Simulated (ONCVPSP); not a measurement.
## Ga (Z = 31): ONCV pseudisation with PBE, non-relativistic reference atom.

ONCVPSP 4.0.1 was run on this input:

```
# ATOM AND REFERENCE CONFIGURATION
# atsym  z   nc   nv     iexc    psfile
  Ga 31.00    6    2        4      upf
#
#   n    l    f
    1    0    2.00
    2    0    2.00
    2    1    6.00
    3    0    2.00
    3    1    6.00
    3    2   10.00
    4    0    2.00
    4    1    1.00
#
# PSEUDOPOTENTIAL AND OPTIMIZATION
# lmax
    2
#
#   l,   rc,      ep,       ncon, nbas, qcut
    0    1.65    0.00    3    7    4.00
    1    1.65    0.00    4    9    6.00
    2    2.30    0.03    5   10    5.00
#
# LOCAL POTENTIAL
# lloc, lpopt,  rc(5),   dvloc0
    1    5    1.65    0.00
#
# VANDERBILT-KLEINMAN-BYLANDER PROJECTORs
# l, nproj, debl
    0    1    0.30
    1    0    0.70
    2    2    3.80
#
# MODEL CORE CHARGE
# icmod, fcfact, rcfact
    1    0.20    0.00
#
# LOG DERIVATIVE ANALYSIS
# epsh1, epsh2, depsh
   -2.00    5.00    0.02
#
# OUTPUT GRID
# rlmax, drl
    6.00    0.01
#
# TEST CONFIGURATIONS
# ncnf
    4
# nvcnf
#   n    l    f
    2
    4    0    2.00
    4    1    0.00
#
    2
    4    0    1.00
    4    1    0.00
#
    2
    4    0    2.00
    4    1    0.50
#
    2
    4    0    0.00
    4    1    3.00
#
```

Command:

```bash
oncvpspnr.x < Ga.dat > Ga.out
```

Output (shortened: citation, most of the input echo, consistency checks and plot data are left out):

```
ONCVPSP  (Optimized Norm-Conservinng Vanderbilt PSeudopotential)
scalar-relativistic version 4.0.1

#   n    l    f        energy (Ha)
    1    0    2.00    -3.7085881E+02
    2    0    2.00    -4.5279294E+01
    2    1    6.00    -4.0116099E+01
    3    0    2.00    -5.2662210E+00
    3    1    6.00    -3.5915667E+00
    3    2   10.00    -7.2669282E-01
    4    0    2.00    -3.2008841E-01
    4    1    1.00    -9.6148341E-02

Reference configufation results
  iterations    30
  all-electron total energy (Ha)   -1.92456265D+03

Begin loop to  construct optimized pseudo wave functions
and semi-local pseudopoentials for all angular momenta

Calculating optimized projector #   1

 for l=   0

    Fraction of norm inside rc  0.216431
    Optimizing pswf for qcut=   4.00 a_B^-1,  ecut=   7.98 Ha
    Residual kinetic energy error=  3.57D-04 Ha

    Energy error per electron        Cutoff
         Ha          eV             Ha
         0.01000     0.27211        4.62
         0.00100     0.02721        7.00
         0.00010     0.00272       13.97
         0.00001     0.00027       43.43

Calculating optimized projector #   1

 for l=   1

    Fraction of norm inside rc  0.077132
    Optimizing pswf for qcut=   5.99 a_B^-1,  ecut=  17.96 Ha
    Residual kinetic energy error=  5.79D-05 Ha

    Energy error per electron        Cutoff
         Ha          eV             Ha
         0.01000     0.27211        1.37
         0.00100     0.02721        4.54
         0.00010     0.00272       16.14
         0.00001     0.00027       87.07

   Wellstate for l =  2  n =  4
     eigenvalue =   0.0300
     asymptotic potential =   0.5300
     half-point radius = 39.9452

   Wellstate for l =  2  n =  7
     eigenvalue =   3.8300
     asymptotic potential =   4.3300
     half-point radius =  4.4267

Calculating optimized projector #   1

 for l=   2

    Fraction of norm inside rc  0.001857
    Optimizing pswf for qcut=   5.01 a_B^-1,  ecut=  12.53 Ha
    Residual kinetic energy error=  1.67D-05 Ha

    Energy error per electron        Cutoff
         Ha          eV             Ha
         0.01000     0.27211        0.17
         0.00100     0.02721        1.37
         0.00010     0.00272        9.47
         0.00001     0.00027       17.30

Calculating optimized projector #   2

 for l=   2

    Fraction of norm inside rc  0.139102
    Optimizing pswf for qcut=   5.01 a_B^-1,  ecut=  12.53 Ha
    Residual kinetic energy error=  2.38D-01 Ha

    Energy error per electron        Cutoff
         Ha          eV             Ha
         0.01000     0.27211       81.10
         0.00100     0.02721       91.24
         0.00010     0.00272      103.79
         0.00001     0.00027      129.62

Construct Vanderbilt / Kleinmman-Bylander projectors

B matrix Hermiticity error, ll=   2
   1   2   -2.8808E-09

  Orthonormal projector coefficients  1.0663E+01 -6.4527E+00

Model core correction analysis
  based on d2Exc/dn_idn_j

d2excae - all-electron derivatives

   -1.951323D-02   -8.771158D-03
   -1.008111D-02   -4.775729D-03

d2excps - pseudofunction derivatives with no core correction

   -3.077388D-02   -1.236366D-02
   -1.420455D-02   -6.034355D-03

rms 2nd derivative error    6.290770E-03

Polynomial model core charge

d2excps - pseudofunction derivatives with core correction

   -2.036239D-02   -8.929367D-03
   -1.024138D-02   -4.786333D-03

rms 2nd derivative error    4.392908E-04

Pseudoatom total energy   -2.118399

Diagnostic tests using Vanderbilt-Kleinman-Bylander pseudopotentials
  1 or more projectors used as specified by nproj input data

   l    rcore       rmatch      e in        delta e   norm test  slope test

   0   1.6562013   1.7064872  -0.3200884   0.0000044   1.0000057   0.9999501

   1   1.6562013   1.7064872  -0.0961483   0.0000000   1.0000000   1.0000000

   2   2.3014527   2.3713298   0.0300000   0.0000000   1.0000000   1.0000000
   2   2.3014527   2.3713298   3.8300000  -0.0000024   1.0000004   1.0000004

 Testing for bound ghosts
   n   l    E NL Schr. Eq   E Basis Diag.   E Cutoff

       0                      -15.220233     45.29  WARNING - GHOST(-)
   1   0       -0.320084       -0.302641     45.29

 Testing for highly-localized positive-energy ghosts
       l    <radius>/rc     E Basis Diag.   E Cutoff

Test configuration 0

   n   l     f        eae           eps        diff
   1   0  2.0000 -370.85881166
   2   0  2.0000  -45.27929381
   2   1  6.0000  -40.11609941
   3   0  2.0000   -5.26622103
   3   1  6.0000   -3.59156665
   3   2 10.0000   -0.72669282
   4   0  2.0000   -0.32008841   -0.32008396    4.45D-06
   4   1  1.0000   -0.09614834   -0.09614834    0.00D+00

    Total energies and differences
      AE_ref= -1.92456265D+03  AE_tst= -1.92456265D+03  dif=  0.00D+00
      PS_ref= -2.11839851D+00  PS_tst= -2.11839851D+00  dif=  4.44D-16
      PSP excitation error= -4.44D-16

Test configuration 1

   n   l     f        eae           eps        diff
   1   0  2.0000 -371.16483233
   2   0  2.0000  -45.58263363
   2   1  6.0000  -40.41978546
   3   0  2.0000   -5.56995008
   3   1  6.0000   -3.89539416
   3   2 10.0000   -1.02990168
   4   0  2.0000   -0.58942803   -0.59137049   -1.94D-03

    Total energies and differences
      AE_ref= -1.92456265D+03  AE_tst= -1.92435237D+03  dif=  2.10D-01
      PS_ref= -2.11839851D+00  PS_tst= -1.90772647D+00  dif=  2.11D-01
      PSP excitation error= -3.91D-04

Test configuration 2

   n   l     f        eae           eps        diff
   1   0  2.0000 -371.60914018
   2   0  2.0000  -46.01750783
   2   1  6.0000  -40.85548280
   3   0  2.0000   -6.00840416
   3   1  6.0000   -4.33374209
   3   2 10.0000   -1.46418144
   4   0  1.0000   -0.94170891   -0.95001008   -8.30D-03

    Total energies and differences
      AE_ref= -1.92456265D+03  AE_tst= -1.92358935D+03  dif=  9.73D-01
      PS_ref= -2.11839851D+00  PS_tst= -1.13963838D+00  dif=  9.79D-01
      PSP excitation error= -5.46D-03

Test configuration 3

   n   l     f        eae           eps        diff
   1   0  2.0000 -371.00044358
   2   0  2.0000  -45.42002762
   2   1  6.0000  -40.25695490
   3   0  2.0000   -5.40708593
   3   1  6.0000   -3.73247622
   3   2 10.0000   -0.86743477
   4   0  2.0000   -0.44717033   -0.44775185   -5.82D-04
   4   1  0.5000   -0.20787717   -0.20816940   -2.92D-04

    Total energies and differences
      AE_ref= -1.92456265D+03  AE_tst= -1.92448735D+03  dif=  7.53D-02
      PS_ref= -2.11839851D+00  PS_tst= -2.04304565D+00  dif=  7.54D-02
      PSP excitation error= -5.48D-05

Test configuration 4

   n   l     f        eae           eps        diff
   1   0  2.0000 -370.98943311
   2   0  2.0000  -45.40396141
   2   1  6.0000  -40.24096350
   3   0  2.0000   -5.39641212
   3   1  6.0000   -3.72154804
   3   2 10.0000   -0.85294815
   4   1  3.0000   -0.14711962   -0.14775580   -6.36D-04

    Total energies and differences
      AE_ref= -1.92456265D+03  AE_tst= -1.92409372D+03  dif=  4.69D-01
      PS_ref= -2.11839851D+00  PS_tst= -1.64811057D+00  dif=  4.70D-01
      PSP excitation error= -1.36D-03
```

oncvpspnr.x prints “scalar-relativistic version” in its banner although the run is non-relativistic.

Note: ghosts flagged at negative energy: s at -414.2 eV; no localised positive-energy state flagged. A true bound ghost makes a file unfit for plane-wave use.

The run took about 3.7 s on one core of a shared server CPU.
